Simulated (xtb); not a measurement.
A run for xtb: GFN-FF on CH5NOPb (SMILES C[O][Pb][NH2]).

```
$ xtb mol.xyz --gfnff --sp --chrg 0 --uhf 0
9

C     -1.80266535    -0.49162947    -0.18936011
O     -0.43007616    -0.30970353     0.04620175
Pb     0.69170524     1.25246742    -0.83224421
N      2.41746486     0.54334914     0.17432063
H     -1.98964807    -1.48161499    -0.62399891
H     -2.23744007     0.25122679    -0.87675038
H     -2.36543444    -0.42972723     0.75059980
H      2.36894684    -0.26700181     0.77614164
H      3.34714719     0.93263368     0.13244445
```

Program output:

```
[...]
           -------------------------------------------------
          |                Calculation Setup                |
           -------------------------------------------------



          ==================== Thresholds ====================
          CN  :   150.00000
          rep :   500.00000
          disp:  2500.00000
          HB1 :   250.00000
          HB2 :   450.00000

          Pauling EN used:
          Z : 1  EN :  2.20
          Z : 6  EN :  2.55
          Z : 7  EN :  3.04
          Z : 8  EN :  3.44
          Z :82  EN :  2.33
          electric field strengths (au): 0.000

           -------------------------------------------------
          |           Force Field Initialization            |
           -------------------------------------------------

          distances ...
          ----------------------------------------
          generating topology and atomic info file ...
          pair mat ...
          computing topology distances matrix with Floyd-Warshall algo ...
          making topology EEQ charges ...
          #fragments for EEQ constrain: 1
          ----------------------------------------
          generating topology and atomic info file ...
          pair mat ...
          computing topology distances matrix with Floyd-Warshall algo ...
          making topology EEQ charges ...
          #fragments for EEQ constrain: 1
          rings ...
          # BATM   22
          # H in HB   2
          doing iterative Hueckel for 2 subsystem(s) ...

  atom   neighbors  erfCN metchar sp-hybrid imet pi  qest     coordinates
    1  C       4    3.52   0.00         3    0    0   0.041   -3.406544   -0.929045   -0.357839
    2  O       2    1.89   0.00         3    0    0  -0.394   -0.812726   -0.585255    0.087309
    3  Pb      2    1.95   0.00         2    0    0   0.396    1.307133    2.366820   -1.572714
    4  N       3    2.78   0.00         2    0    0  -0.386    4.568347    1.026781    0.329418
    5  H       1    0.97   0.00         0    0    0   0.028   -3.759890   -2.799847   -1.179187
    6  H       1    0.97   0.01         0    0    0   0.028   -4.228149    0.474750   -1.656818
    7  H       1    0.97   0.00         0    0    0   0.028   -4.470023   -0.812067    1.418428
    8  H       1    0.98   0.00         0    0    0   0.129    4.476661   -0.504560    1.466695
    9  H       1    0.98   0.00         0    0    0   0.129    6.325191    1.762422    0.250284

          #atoms :   9
          #bonds :   8
          #angl  :   11
          #tors  :   7
          #nmol  :   1
          #optfrag :   1
           -------------------------------------------------
          |                   G F N - F F                   |
          |          A general generic force-field          |
          |                  Version 1.0.3                  |
           -------------------------------------------------
          Number of HB bonds (bound hydrogen)     0
          Number of HB bonds (unbound hydrogen)   12
          Number of XB bonds                      0

 E+G (total)                   0 d,  0 h,  0 min,  0.000 sec
 distance/D3 list               ...        0 min,  0.000 sec (  0.504%)
 non bonded repulsion           ...        0 min,  0.000 sec (  9.565%)
 dCN                            ...        0 min,  0.000 sec (  3.382%)
 EEQ energy and q               ...        0 min,  0.000 sec ( 25.210%)
 D3                             ...        0 min,  0.000 sec ( 11.653%)
 EEQ gradient                   ...        0 min,  0.000 sec (  4.050%)
 bonds                          ...        0 min,  0.000 sec ( 16.756%)
Note: The following floating-point exceptions are signalling: IEEE_UNDERFLOW_FLAG IEEE_DENORMAL
normal termination of xtb
 bend and torsion               ...        0 min,  0.000 sec (  9.344%)
 bonded ATM                     ...        0 min,  0.000 sec (  3.630%)
 HB/XB (incl list setup)        ...        0 min,  0.000 sec ( 12.477%)

         :::::::::::::::::::::::::::::::::::::::::::::::::::::
         ::                     SUMMARY                     ::
         :::::::::::::::::::::::::::::::::::::::::::::::::::::
         :: total energy              -1.144099785395 Eh    ::
         :: gradient norm              0.033166770791 Eh/a0 ::
         ::.................................................::
         :: bond energy               -1.108579164753 Eh    ::
         :: angle energy               0.002007023067 Eh    ::
         :: torsion energy             0.001512175306 Eh    ::
         :: repulsion energy           0.048983716682 Eh    ::
         :: electrostat energy        -0.085257227577 Eh    ::
         :: dispersion energy         -0.003217102059 Eh    ::
         :: HB energy                 -0.000000021878 Eh    ::
         :: XB energy                  0.000000000000 Eh    ::
         :: bonded atm energy          0.000450815817 Eh    ::
         :: external energy            0.000000000000 Eh    ::
         :: add. restraining           0.000000000000 Eh    ::
         :: total charge               0.000000000000 e     ::
         :::::::::::::::::::::::::::::::::::::::::::::::::::::

           -------------------------------------------------
          |                Property Printout                |
           -------------------------------------------------

molecular dipole:
                 x           y           z       tot (Debye)
 q only:        0.035       0.828      -0.617       2.626

           -------------------------------------------------
          | TOTAL ENERGY               -1.144099785395 Eh   |
          | GRADIENT NORM               0.033166770791 Eh/α |
           -------------------------------------------------
########################################################################
[WARNING] Runtime exception occurred
-1- gfnff_setup: Could not read topology file.
########################################################################

------------------------------------------------------------------------
------------------------------------------------------------------------
 total:
 SCF:
```

The run finished.

Cost: around 0.03 core-seconds (rough).
